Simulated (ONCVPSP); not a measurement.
**Potentials for N (Z = 7) compared**

Generated with ld1.x 7.5 (TM, RRKJ, ultrasoft, PAW), atompaw 4.2 or ONCVPSP 4.0.1. The cutoff is in Ry: for ld1.x and atompaw files where the sum of valence levels is converged to 10 mRy in a Bessel basis, for ONCV files where the hardest occupied wave has 1 mHa per electron of residual kinetic energy. The error is the largest all-electron minus pseudo excitation energy over each file’s own four to seven test configurations (ionisations up to +4, promotions, holes and added fractions of an electron), all of which were solved. The labels leave out finer settings (local radius, basis sizes, second energies), which also bear on the numbers. Spin-polarised tests are not counted. The rows are a selection from randomly drawn settings: files with unsolved tests, undetermined cutoffs or missed reference levels are left out.

A true bound ghost makes a file unfit for plane-wave use even where its test errors are small: the radial tests pick states by their node count and pass the ghost by.

| potential | cutoff (Ry) | largest error (meV) | bound ghosts |
| --- | --- | --- | --- |
| ONCV, PBE, scalar-relativistic, rc 1.00/1.10/1.20 (spd), local smoothed, core correction yes, reference 2s2 2p2, qcut 7.2/7.1/8.7, projectors 2/2/2 | 185 | +280 | none |
| ONCV, PBE, scalar-relativistic, rc 0.90/1.65/1.30 (spd), local smoothed, core correction yes, reference 2s2 2p3, qcut 7.7/7/6.5, projectors 3/2/2 | 59 | +865 | s |
| ONCV, PW91, scalar-relativistic, rc 1.15/2.60 (sp), local s, core correction yes, reference 2s1 2p4, qcut 5.3/5.4, projectors 0/3 | 131 | +1948 | none |
| ONCV, PBE, scalar-relativistic, rc 0.90/2.20 (sp), local smoothed, core correction yes, reference 2s1 2p4, qcut 6.7/6.8, projectors 2/3 | 102 | +1007 | none |
| ONCV, BLYP, scalar-relativistic, rc 0.75/2.40/2.10 (spd), local s, core correction yes, reference 2s1.75 2p3.25, qcut 11/6.5/4.1, projectors 0/2/2 | 62 | +985 | none |
| ONCV, PBE, scalar-relativistic, rc 1.00/1.55/1.25 (spd), local smoothed, core correction yes, reference 2s2 2p3, qcut 8.4/7.3/7.9, projectors 2/2/2 | 54 | +955 | none |

Problem. Fill in the row for N: ONCV, PBE, scalar-relativistic, rc 0.75/2.34/1.40 (spd), local smoothed, core correction yes, reference 2s2 2p3, qcut 9.8/8.3/7.7, projectors 3/2/2.

Solution. cutoff 59 Ry, largest error +1706 meV, bound ghosts: s.

Problem. Fill in the row for N: ONCV, LDA (Perdew-Wang 92), scalar-relativistic, rc 0.75/1.40/1.15 (spd), local smoothed, core correction yes, reference 2s2 2p3, qcut 10.9/8.8/8, projectors 1/2/2.

Solution. cutoff 177 Ry, largest error +547 meV, bound ghosts: none.
